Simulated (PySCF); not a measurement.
C3H10FNSi, singlet, at a GFN2-xTB geometry, atoms displaced at random by about 0.08 Å a coordinate; TPSS/STO-3G, gradient run with PySCF.

PySCF was given this input:
```python
from pyscf import gto, scf, dft

mol = gto.Mole()
mol.atom = '''
    Si    0.70831460    0.48742127   -0.02639335
    C     2.09209065   -1.05981197    0.55334167
    F     0.86707304    0.54651671   -1.48399327
    N    -0.87945399   -0.13958876    0.11563160
    C    -1.86797275    0.58892491   -0.48700430
    C    -1.56054361   -0.75030425    1.40303287
    H     0.97323913    1.73691768    0.43016452
    H     1.61548763   -1.89657902    0.27796343
    H     2.84597002   -0.74429744    0.17647374
    H     1.97005564   -1.20162130    1.52548062
    H    -2.66192624   -0.15554588   -0.82630598
    H    -2.46925320    1.35635427    0.06200451
    H    -1.53202424    1.09645795   -1.50614150
    H    -0.52026934   -1.39183134    1.85313338
    H    -1.89005354   -0.09374963    2.03884505
    H    -2.27340540   -1.52375916    1.21237281
'''
mol.basis = 'sto-3g'
mol.verbose = 4
mol.build()

mf = dft.RKS(mol)
mf.xc = 'tpss'
mf.grids.level = 1
mf.kernel()
g = mf.nuc_grad_method()
g.grid_response = True
grad = g.kernel()
```

What the program printed (banner, timings and long lists left out):

```
PySCF version 2.14.0

[INPUT] verbose = 4
[INPUT] num. atoms = 16
[INPUT] num. electrons = 58
[INPUT] charge = 0
[INPUT] spin (= nelec alpha-beta = 2S) = 0
[INPUT] symmetry False subgroup None
[INPUT] Mole.unit = angstrom
[INPUT] Symbol           X                Y                Z      unit          X                Y                Z       unit  Magmom
[INPUT]  1 Si     0.708314600000   0.487421270000  -0.026393350000 AA    1.338520604031   0.921092707588  -0.049876203010 Bohr   0.0
[INPUT]  2 C      2.092090650000  -1.059811970000   0.553341670000 AA    3.953478356263  -2.002754366836   1.045664209609 Bohr   0.0
[INPUT]  3 F      0.867073040000   0.546516710000  -1.483993270000 AA    1.638530575594   1.032766904398  -2.804340850998 Bohr   0.0
[INPUT]  4 N     -0.879453990000  -0.139588760000   0.115631600000 AA   -1.661927180256  -0.263784526468   0.218512055345 Bohr   0.0
[INPUT]  5 C     -1.867972750000   0.588924910000  -0.487004300000 AA   -3.529956905651   1.112906787834  -0.920304748486 Bohr   0.0
[INPUT]  6 C     -1.560543610000  -0.750304250000   1.403032870000 AA   -2.949000028340  -1.417869542597   2.651347868062 Bohr   0.0
[INPUT]  7 H      0.973239130000   1.736917680000   0.430164520000 AA    1.839155409410   3.282298716115   0.812893131305 Bohr   0.0
[INPUT]  8 H      1.615487630000  -1.896579020000   0.277963430000 AA    3.052829178323  -3.584014921396   0.525274755345 Bohr   0.0
[INPUT]  9 H      2.845970020000  -0.744297440000   0.176473740000 AA    5.378103896523  -1.406518316815   0.333487036778 Bohr   0.0
[INPUT] 10 H      1.970055640000  -1.201621300000   1.525480620000 AA    3.722865609755  -2.270735162444   2.882740580132 Bohr   0.0
[INPUT] 11 H     -2.661926240000  -0.155545880000  -0.826305980000 AA   -5.030311557393  -0.293939113004  -1.561491997290 Bohr   0.0
[INPUT] 12 H     -2.469253200000   1.356354270000   0.062004510000 AA   -4.666212280206   2.563138098184   0.117171542388 Bohr   0.0
[INPUT] 13 H     -1.532024240000   1.096457950000  -1.506141500000 AA   -2.895106229795   2.072005232602  -2.846194939842 Bohr   0.0
[INPUT] 14 H     -0.520269340000  -1.391831340000   1.853133380000 AA   -0.983166563608  -2.630180044186   3.501914560490 Bohr   0.0
[INPUT] 15 H     -1.890053540000  -0.093749630000   2.038845050000 AA   -3.571683551365  -0.177161124979   3.852858754925 Bohr   0.0
[INPUT] 16 H     -2.273405400000  -1.523759160000   1.212372810000 AA   -4.296113576107  -2.879487492197   2.291052571769 Bohr   0.0

nuclear repulsion = 334.110480181187
number of shells = 30
number of NR pGTOs = 132
number of NR cGTOs = 44
basis = sto-3g
ecp = {}

******** <class 'pyscf.dft.rks.RKS'> ********
method = RKS
initial guess = minao
damping factor = 0
level_shift factor = 0
DIIS = <class 'pyscf.scf.diis.CDIIS'>
diis_start_cycle = 1
diis_space = 8
diis_damp = 0
SCF conv_tol = 1e-09
SCF conv_tol_grad = None
SCF max_cycles = 50
direct_scf = True
direct_scf_tol = 1e-13
XC library pyscf.dft.libxc version 7.1.2
    S. Lehtola, C. Steigemann, M. J. T. Oliveira, and M. A. L. Marques,  SoftwareX 7, 1–5 (2018)
XC functionals = tpss
    J. Tao, J. P. Perdew, V. N. Staroverov, and G. E. Scuseria,  Phys. Rev. Lett. 91, 146401 (2003)
    J. P. Perdew, J. Tao, V. N. Staroverov, and G. E. Scuseria,  J. Chem. Phys. 120, 6898 (2004)
    J. Tao, J. P. Perdew, V. N. Staroverov, and G. E. Scuseria,  Phys. Rev. Lett. 91, 146401 (2003)
    J. P. Perdew, J. Tao, V. N. Staroverov, and G. E. Scuseria,  J. Chem. Phys. 120, 6898 (2004)
radial grids:
    Treutler-Ahlrichs [JCP 102, 346 (1995); DOI:10.1063/1.469408] (M4) radial grids

becke partition: Becke, JCP 88, 2547 (1988); DOI:10.1063/1.454033
pruning grids: <function nwchem_prune>
grids dens level: 1
symmetrized grids: False
atomic radii adjust function: <function treutler_atomic_radii_adjust>
small_rho_cutoff = 0
Set gradient conv threshold to 3.16228e-05
Initial guess from minao.
tot grids = 57096
init E= -557.881180269668
  HOMO = -0.278360965631374  LUMO = 0.0322126762512183  gap/eV = 8.45114
cycle= 1 E= -557.268842691595  delta_E= 0.612  |g|=  0.6  |ddm|= 4.78
  HOMO = 0.0158685968007608  LUMO = 0.185660433142952  gap/eV = 4.62027
cycle= 2 E= -557.174790885527  delta_E= 0.0941  |g|= 0.834  |ddm|= 2.25
  HOMO = -0.0741777839332415  LUMO = 0.177130770196793  gap/eV = 6.83845
cycle= 3 E= -557.400810465614  delta_E= -0.226  |g|= 0.0692  |ddm|= 1.35
  HOMO = -0.078093525474257  LUMO = 0.167338562534479  gap/eV = 6.67855
cycle= 4 E= -557.402115005871  delta_E= -0.0013  |g|= 0.0334  |ddm|= 0.169
  HOMO = -0.0783628892164578  LUMO = 0.167975758338425  gap/eV = 6.70322
cycle= 5 E= -557.402540176189  delta_E= -0.000425  |g|= 0.00483  |ddm|= 0.0666
  HOMO = -0.0780012411949224  LUMO = 0.167794576445411  gap/eV = 6.68844
cycle= 6 E= -557.402549937083  delta_E= -9.76e-06  |g|= 0.00162  |ddm|= 0.0115
  HOMO = -0.0782236290702603  LUMO = 0.167925720345728  gap/eV = 6.69806
cycle= 7 E= -557.402550870789  delta_E= -9.34e-07  |g|= 0.000177  |ddm|= 0.00274
  HOMO = -0.0781977127036361  LUMO = 0.167946590580264  gap/eV = 6.69793
cycle= 8 E= -557.402550882461  delta_E= -1.17e-08  |g|= 4.79e-05  |ddm|= 0.000348
  HOMO = -0.0782093269773513  LUMO = 0.167940693107024  gap/eV = 6.69808
cycle= 9 E= -557.40255088315  delta_E= -6.89e-10  |g|= 1.72e-05  |ddm|= 8.84e-05
  HOMO = -0.0782046280614905  LUMO = 0.167940680784507  gap/eV = 6.69796
Extra cycle  E= -557.402550883047  delta_E= 1.03e-10  |g|= 2.51e-05  |ddm|= 6.48e-05
converged SCF energy = -557.402550883047

******** <class 'pyscf.grad.rks.Gradients'> for <class 'pyscf.dft.rks.RKS'> ********
unit = Eh/Bohr
grid_response = True
--------------- RKS gradients ---------------
         x                y                z
0 Si    -0.0436961133     0.1088488061    -0.1589677329
1 C     0.2591050370    -0.0477874953    -0.0398537949
2 F    -0.0223605525    -0.0128443672     0.1881526942
3 N    -0.0020447243     0.0579680288    -0.0933713483
4 C     0.0972875521    -0.0465167412     0.1216976668
5 C    -0.2025209093     0.1303055767     0.0850489516
6 H    -0.0105079989    -0.0540717168    -0.0308803817
7 H     0.0273931166     0.0799893087     0.0643626466
8 H    -0.2328219826    -0.0699922758     0.1023758648
9 H    -0.0174944003    -0.0098537409    -0.1189344444
10 H    -0.0028445772    -0.0144332409    -0.0002543181
11 H    -0.0096461680    -0.0062357574    -0.0096683888
12 H     0.0068395254     0.0167340602    -0.0410786101
13 H     0.0787886581    -0.0442097610     0.0132801476
14 H     0.0486278016    -0.1050488809    -0.0992700931
15 H     0.0258957358     0.0171481969     0.0173611406
----------------------------------------------
```
